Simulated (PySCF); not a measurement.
C5H14Cl2GeSi, SMILES [CH3][Ge]([CH2]C[SiH](Cl)Cl)([CH3])[CH3].

Geometry: PBE0-D3(BJ)/def2-SVP. This is a generated structure with no PubChem entry under its InChIKey; it may be hypothetical. One conformer was computed; it need not be the lowest.

Level of theory: PySCF with PBE0-D3(BJ)/def2-SVP.

Frequencies are harmonic and unscaled.

Computed normal modes with their intensities:
```tsv
mode	ν (cm⁻¹)	IR (km/mol)	moving atoms (share of kinetic energy)
1	20	0.0	Cl 41 %, C 41 %, H 18 %
2	38	0.6	C 49 %, Cl 30 %, H 19 %
3	55	0.7	C 44 %, Cl 37 %, H 16 %
4	77	0.5	C 34 %, H 31 %, Cl 22 %
5	115	0.3	C 37 %, H 25 %, Cl 17 %, Si 12 %, Ge 8 %
6	125	0.1	H 94 %
7	131	0.0	H 88 %
8	134	0.0	H 96 %
9	138	0.9	Cl 39 %, H 26 %, C 25 %
10	173	0.4	C 59 %, H 38 %
11	175	1.1	C 52 %, H 34 %, Ge 10 %
12	183	8.3	C 33 %, H 25 %, Cl 24 %, Ge 11 %
13	190	0.6	H 38 %, C 37 %, Ge 16 %
14	220	2.1	Cl 36 %, Ge 26 %, Si 15 %, H 12 %, C 11 %
15	245	3.2	C 36 %, H 23 %, Si 21 %, Cl 15 %
16	288	10.1	C 49 %, H 18 %, Si 18 %, Cl 9 %
17	513	46.9	Cl 47 %, Si 38 %, C 9 %
18	573	22.5	C 63 %, H 19 %, Si 10 %
19	584	78.3	Si 42 %, Cl 28 %, C 16 %, H 12 %
20	612	19.8	C 60 %, H 21 %, Ge 19 %
21	616	30.8	C 60 %, H 20 %, Ge 20 %
22	628	23.4	C 49 %, H 37 %, Ge 10 %
23	641	40.6	H 68 %, C 22 %
24	695	5.4	H 82 %, C 17 %
25	698	8.1	H 81 %, C 18 %
26	735	39.8	H 54 %, C 29 %, Si 15 %
27	768	39.1	H 61 %, C 30 %
28	780	147.8	H 72 %, C 16 %, Si 12 %
29	817	114.6	H 82 %, C 9 %, Si 8 %
30	828	98.1	H 74 %, C 22 %
31	830	36.7	H 75 %, C 23 %
32	831	40.1	H 75 %, C 23 %
33	869	44.5	H 71 %, C 23 %
34	1044	1.1	C 74 %, H 26 %
35	1068	27.0	H 97 %
36	1143	53.4	H 77 %, C 22 %
37	1249	21.6	H 79 %, C 21 %
38	1250	20.0	H 79 %, C 21 %
39	1260	5.1	H 81 %, C 19 %
40	1269	1.1	H 60 %, C 39 %
41	1280	0.8	H 86 %, C 13 %
42	1412	7.3	H 92 %, C 8 %
43	1428	0.0	H 95 %
44	1429	1.3	H 94 %
45	1430	0.2	H 95 %
46	1433	1.8	H 93 %
47	1439	4.2	H 96 %
48	1442	6.9	H 95 %
49	1444	11.8	H 96 %
50	2273	92.5	H 97 %
51	3052	1.5	H 94 %
52	3058	9.0	H 95 %
53	3060	8.4	H 97 %
54	3060	12.4	H 97 %
55	3061	2.5	H 97 %
56	3108	0.3	H 91 %, C 9 %
57	3123	7.4	H 91 %, C 9 %
58	3167	0.6	H 91 %, C 9 %
59	3168	6.8	H 91 %, C 9 %
60	3168	6.4	H 91 %, C 9 %
61	3169	1.6	H 91 %, C 9 %
62	3169	8.3	H 91 %, C 9 %
63	3170	7.8	H 91 %, C 9 %
```
